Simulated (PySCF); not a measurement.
**Spin states and ions at one geometry of [Re3]+**

PySCF 2.14.0, UKS PBE, Re def2-SVP with ECP60; non-relativistic Hamiltonian with scalar-relativistic core potentials where named; density fitting; no spin-orbit coupling; singlets restricted, open shells unrestricted. The geometry is relaxed for charge +1, triplet, vacuum:

```xyz
3

Re    1.3207    0.0019    0.0000
Re   -0.6663    1.1453    0.0000
Re   -0.6544   -1.1471    0.0000
```

Energies count from the relaxed state; an electron taken off or put on is at rest in vacuum. Charges and spins are Mulliken's.

Question: Order these states by energy, lowest first.
A. charge +1, triplet, vacuum
B. charge +2, doublet, vacuum
C. charge 0, doublet, vacuum
D. charge 0, quartet, vacuum
E. charge +1, quintet, vacuum
F. charge +2, quartet, vacuum

Answer: D (-6.33 eV), C (-6.26 eV), E (-0.21 eV), A (0.00 eV), F (11.82 eV), B (11.91 eV).

Question: How do charge and spin on the first atom follow?

Answer: 
```csv
state,spin squared,charge on Re1 (e),spin on Re1 (e),dipole about the centre of mass (D)
"charge +1, triplet, vacuum",2.89,0.35,1.22,0.15
"charge +1, quintet, vacuum",6.00,0.33,1.33,0.00
"charge +2, doublet, vacuum",2.13,0.74,-1.82,0.27
"charge +2, quartet, vacuum",3.77,0.69,0.66,0.31
"charge 0, doublet, vacuum",1.35,0.03,0.12,0.19
"charge 0, quartet, vacuum",3.77,0.06,1.25,0.49
```

With an electron taken off (quartet, the lower of the two states computed) the charges change, summed by element, by Re +1.00 e. The vertical ionisation energy is 11.82 eV, against −ε(HOMO) = 9.07 eV over both spins of the relaxed state. The level lies 2.8 eV too high, as is usual for semilocal functionals and global hybrids, which keep a self-interaction error.

With an electron put on (quartet, the lower of the two states computed) the charges change, summed by element, by Re -1.00 e. The vertical electron affinity is 6.33 eV, against −ε(LUMO) = 8.66 eV over both spins of the relaxed state.

Open shells may have lower solutions than those found. Hard to converge, so the more doubtful: charge +2, doublet, vacuum; charge +2, quartet, vacuum; charge 0, doublet, vacuum. Spin squared well over S(S+1) tells of spin contamination.

The relaxed state isn't the lowest spin state tried at its geometry. The relaxed state is spin-contaminated (spin squared 2.89 against 2.00).
